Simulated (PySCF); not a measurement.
# Electronic structure of Ga (gallium, neutral) at the UHF level

Configuration: [Ar] 3d10 4s1 4p2, high-spin 4P determinant (an excited configuration). Computed with PySCF 2.14 in aug-cc-pVTZ-PP with ECP10MDF (6s5p4d2f, 55 functions), with a scalar-relativistic core potential.

| Quantity | Value |
| --- | --- |
| Total energy | -258.181106 hartree |
| One-electron energy | -462.1063 hartree |
| Hartree (Coulomb) energy | 225.7576 hartree |
| Exchange energy | -21.8324 hartree |
| ⟨S²⟩ | 3.7524 |
| ⟨L²⟩ | 2.018 |
| Sum of ⟨r⟩ | 21.93 bohr |
| Sum of ⟨r²⟩ | 41.52 bohr² |
| Traceless quadrupole moment −½Σ⟨3z² − r²⟩ along its main axis | 4.92 e·bohr² |

```tsv
shell	electrons	mean orbital energy (eV)	spread (eV)	rms radius, mean of both spins (bohr)
3s α	1	-180.83	0	0.701
3s β	1	-180.39	0	0.701
3p α	3	-125.90	0.091	0.738
3p β	3	-125.67	0.338	0.738
3d α	5	-33.140	0.289	0.891
3d β	5	-32.950	0.382	0.891
4s α	1	-15.561	0	2.58
4p α	2	-7.219	0	3.37
```

Energies and moments cover only the electrons outside the core potential.
